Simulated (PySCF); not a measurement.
# Where the electron goes

Compound: C6H7Cl.
Z-matrix (Å and degrees, GFN2-xTB geometry), rows numbered from 1:
```
Cl
C   1  1.7495
C   2  1.5332  1  120.26
C   3  1.5184  2   84.95  1   153.37
C   4  1.5197  3  107.10  2    36.94
C   5  1.5184  4  107.11  3    -0.01
C   4  1.5001  3   92.39  2   -21.89
H   3  1.0875  2  112.55  1    41.66
H   3  1.0900  2  116.74  1   -87.11
H   4  1.0761  3  126.42  2  -165.10
H   5  1.0761  4  122.57  7  -118.49
H   6  1.0875  2  112.52  1   -41.65
H   6  1.0899  2  116.74  1    87.11
H   7  1.0707  2  132.94  1     0.04
```

Theory: TDDFT PBE0/def2-SVPD, vertical, gas phase, core orbitals frozen in the response (PySCF).

Kohn–Sham orbitals with the atoms that hold most of them (Löwdin shares over 4%, at most four atoms; ? is withheld):

| orbital | ε (eV) | atoms |
| --- | --- | --- |
| HOMO-3 | -8.53 | Cl1 22%, C4 15%, C5 15%, C7 9% |
| HOMO-2 | -8.32 | Cl1 44%, C3 10%, C6 10%, C5 8% |
| HOMO-1 | -8.06 | Cl1 39%, C7 14%, C5 13%, C4 13% |
| HOMO | ? | ? |
| LUMO | 0.70 | ? |
| LUMO+1 | 1.06 | Cl1 40%, C2 9%, C3 8%, C6 8% |
| LUMO+2 | 1.35 | Cl1 28%, C4 9%, C5 9%, H10 8% |

Q: Give the leading atoms of the HOMO.

A: C7 (bonded to 3 C and H) 27%; Cl1 (bonded to C) 14%; C5 (bonded to 3 C and H) 13%; C4 (bonded to 3 C and H) 13%. By element: carbon 52% or more, chlorine 14%.

Q: Give the leading atoms of the LUMO.

A: Cl1 (bonded to C) 21%; H11 (bonded to C) 9%; H10 (bonded to C) 9%; C5 (bonded to 3 C and H) 8%. By element: chlorine 21%, hydrogen 17% or more, carbon 8% or more.

Q: What is the HOMO energy, and the HOMO–LUMO gap?

A: ε(HOMO) = -7.54 eV; the gap is 8.24 eV (0.3028 hartree).

Q: The HOMO–LUMO gap is 8.24 eV. Where does the response calculation put the lowest singlet, and from which orbitals?

A: S1 is at 6.98 eV (f = 0.0017), 1.26 eV below the gap, made of HOMO→LUMO (93%). Without the coupling terms of the response equations the lowest excitation would equal the gap.

Q: Give energy, strength and leading configuration of S1, S2 and S3, and follow the Löwdin shares of the leading atoms from the occupied to the empty orbital.

A: 
- S1 (6.98 eV, f 0.0017), HOMO→LUMO (93%): C7 27% → at most 9%, Cl1 14% → 21%, H11 at most 13% → 9%
- S2 (7.46 eV, f 0.036), HOMO→LUMO+1 (84%): C7 27% → at most 9%, Cl1 14% → 40%, C2 at most 13% → 9%
- S3 (7.46 eV, f 0.0079), HOMO-1→LUMO (75%): Cl1 39% → 21%, C7 14% → at most 9%, H11 at most 13% → 9%

Without π bonds the low states may be Rydberg-like; a valence basis with one diffuse set may place them up to an eV too high.
